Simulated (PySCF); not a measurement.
## Computed properties of C3H6OSi, SMILES [C@@H]1(OC=C1)[SiH3]

C3H6OSi, SMILES [SiH3][C@@H]1C=CO1. The structure is a stationary point at B3LYP-D3(BJ)/def2-SVP. The structure was generated by enumeration; whether it is a known compound was not checked. One conformer was computed; it need not be the lowest. All values are computed for the isolated molecule unless a solvent is named; none is compared with measurement here.

**Structure.** All 27 harmonic modes at B3LYP-D3(BJ)/def2-SVP (PySCF) are real, so it is a minimum. With heavy atoms numbered as in [SiH3:1][C@@H:2]1[CH:3]=[CH:4][O:5]1, the shortest bond between them is C3–C4 at 1.346 Å and the longest Si1–C2 at 1.902 Å.

**Vibrations.** The strongest infrared lines (harmonic, unscaled, degenerate partners summed) lie at 925 cm⁻¹ (198 km/mol, H 86 %, Si 9 %), 2230 cm⁻¹ (103 km/mol, H 97 %), 2219 cm⁻¹ (100 km/mol, H 97 %). The softest mode is at 168 cm⁻¹ and the zero-point energy is 48.6 kcal/mol.

**Electronic structure.** r2SCAN/def2-TZVP (PySCF) places the frontier levels at -5.74 and -0.48 eV, a gap of 5.26 eV, and gives a dipole moment of 1.12 D and a mean polarisability of 63.7 bohr³. PBE/def2-TZVP (PySCF) at the same geometry gives -5.54 and -0.70 eV, so its gap is 0.42 eV narrower. An orbital gap is neither the optical nor the fundamental gap.

**Excitations.** TDDFT-B3LYP/def2-SVPD (PySCF) has S1 at 5.95 eV (208 nm, f = 0.000, dark); the most intense of the 10 singlets computed lies at 7.53 eV (f = 0.13). T1 (TDA) is at 4.01 eV. TDDFT-PBE/def2-SVPD (PySCF) puts S1 at 5.36 eV. No vertical singlet excitation falls in the visible range (under 3.1 eV).

**NMR.** GIAO shifts at PBE0/pcSseg-1 (PySCF) (non-relativistic, atoms alike by connectivity averaged): ¹³C from 88.7 to 165.0 ppm against TMS; ¹H from 4.3 to 7.1 ppm against TMS; ²⁹Si at -59.9 ppm against TMS.
